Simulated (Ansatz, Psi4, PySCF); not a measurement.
C4H5 (SMILES [CH]1[C@@H]2C[C@H]12), doublet, at a GFN2-xTB geometry. Base run: MP2/def2-SVPD run with PySCF.

PySCF was given this input:
```python
from pyscf import gto, scf, mp

mol = gto.M(
    atom='''
C    -0.01104778    1.15299217    0.29268087
C     0.00606920   -1.07161673    0.36284337
C     0.77792320    0.05175663   -0.24703001
C    -0.77530873    0.03948149   -0.25730269
H    -0.01656875    2.16285392   -0.07926104
H    -0.00045853   -1.14950133    1.44290558
H     0.01698984   -2.03272552   -0.13990186
H     1.48440418    0.00352078   -1.05567554
H    -1.47018212   -0.01982922   -1.07521641
''',
    basis='def2-svpd',
    spin=1,
    verbose=4,
)

mf = scf.UHF(mol)
mf.kernel()

pt = mp.MP2(mf)
pt.kernel()
print('E(MP2) = %.10f' % pt.e_tot)
```

The same geometry, method and basis name were run in Ansatz (a program for electronic structure) and Psi4 and PySCF, at each program's defaults and at the settings that a row names. The base is PySCF at its defaults. Differences at the defaults can come from grids, fitting, cores and function types together.

| code and settings | ΔE vs base (mEh) | basis functions | E (Eh) | SCF cycles |
|---|---|---|---|---|
| PySCF, defaults (exact integrals, spherical functions, all electrons correlated) | 0.000 | 120 | -154.68345 | 14 |
| Psi4, defaults (density fitting with its default set, spherical functions, all electrons correlated) | 0.196 | 120 | -154.68325 | 16 |
| Ansatz, defaults (factorised integrals, spherical functions, frozen core) | 13.876 | 120 | -154.66957 | - |
| PySCF, frozen core | 13.875 | 120 | -154.66957 | 14 |
| Psi4, exact integrals, spherical functions, frozen core | 13.875 | 120 | -154.66957 | 16 |
| Ansatz, high accuracy, frozen core | 13.875 | 120 | -154.66957 | - |

Open shells are given as the SCF converged; they aren't shown to be the lowest states, and a large step between rows can be another state.
